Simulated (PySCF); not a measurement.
Ranking problems on computed properties.

All species are isolated and taken at one optimised geometry, non-relativistic unless stated; the electronic structure was computed with PySCF and density fitting.

Dipoles, sizes and rotational constants follow the conformer. The torsions of the flexible species, by atom-mapped SMILES:
- `[CH2:1]=[CH:2][CH2:3][SiH3:4]`: C1–C2–C3–Si4 106°
- `[CH3:1][Si+:2]([CH3:3])[CH2:4][CH2:5][CH:6]1[CH2:7][CH2:8]1`: C1–Si2–C4–C5 -64°, Si2–C4–C5–C6 176°, C4–C5–C6–C7 -151°

The conformers of `[SiH3]NB1CCCCC1` aren't listed.

(1) Rank by electronic spatial extent ⟨r²⟩ about the centre of nuclear charge, lowest first (B3LYP/def2-SVPD at PBE0-D3(BJ)/def2-SVP geometries).
A. `C[C@H]1C[SiH2]1`
B. `C=CC[SiH3]`
C. `C#C[C@H]1CC[Se]1`
D. `N#C[SiH]1CCC1`
E. `C[Si+](C)CCC1CC1`

(2) Rank by lowest singlet excitation, lowest first (TDDFT B3LYP/def2-SVPD at PBE0-D3(BJ)/def2-SVP geometries).
A. `C[C@H]1C[SiH2]1`
B. `C=CC[SiH3]`
C. `C[Si+](C)CCC1CC1`
D. `[Se]1CC[C@@H]1C#C`
E. `N#C[SiH]1CCC1`

(3) By how much do the two ends of that ranking differ?

(4) Rank by HOMO energy, lowest first (B3LYP/def2-SVPD at PBE0-D3(BJ)/def2-SVP geometries).
A. `C([C@@H]1[Se]CC1)#C`
B. `C[C@H]1C[SiH2]1`
C. `C[Si+](C)CCC1CC1`
D. `C=CC[SiH3]`
E. `[SiH3]NB1CCCCC1`
F. `N#C[SiH]1CCC1`

(5) Give the two extremes of that set in hartree.

(6) Rank by lowest triplet excitation (Tamm–Dancoff), highest first (TDA B3LYP/def2-SVPD at PBE0-D3(BJ)/def2-SVP geometries).
A. `[SiH3]NB1CCCCC1`
B. `C[Si+](C)CCC1CC1`
C. `C=CC[SiH3]`
D. `C[C@H]1C[SiH2]1`

(7) By how much do the two ends of that ranking differ?

(8) Rank by smallest rotational constant, highest first (PBE0-D3(BJ)/def2-SVP).
A. `C=CC[SiH3]`
B. `c1(oncn1)F`
C. `C[C@H]1C[SiH2]1`
D. `C[Si+](C)CCC1CC1`
E. `C#C[C@H]1CC[Se]1`
F. `[C]1=CC=CCC=C1` [radical]

(9) Rank by HOMO–LUMO gap, highest first (B3LYP/def2-SVPD at PBE0-D3(BJ)/def2-SVP geometries).
A. `[SiH3]NB1CCCCC1`
B. `C#C[C@H]1CC[Se]1`
C. `C=CC[SiH3]`
D. `[C@H]1(C)C[SiH2]1`
E. `C[Si+](C)CCC1CC1`

Answers

(1) A (419 bohr²), B (524 bohr²), D (784 bohr²), C (836 bohr²), E (1883 bohr²).

(2) C (3.15 eV), D (3.60 eV), A (5.93 eV), E (6.15 eV), B (6.38 eV).

(3) By 3.23 eV, between `C=CC[SiH3]` and `C[Si+](C)CCC1CC1`.

(4) C (-11.20 eV), F (-8.35 eV), E (-7.40 eV), D (-7.00 eV), B (-6.45 eV), A (-6.07 eV).

(5) `C[Si+](C)CCC1CC1`: -0.411 Eh; `C#C[C@H]1CC[Se]1`: -0.223 Eh.

(6) A (5.98 eV), D (4.75 eV), C (4.26 eV), B (3.04 eV).

(7) By 2.94 eV, between `[SiH3]NB1CCCCC1` and `C[Si+](C)CCC1CC1`.

(8) C (3.648 GHz), B (2.866 GHz), A (2.634 GHz), F (2.104 GHz), E (1.440 GHz), D (0.625 GHz).

(9) A (7.30 eV), C (6.80 eV), D (6.54 eV), B (4.83 eV), E (3.82 eV).
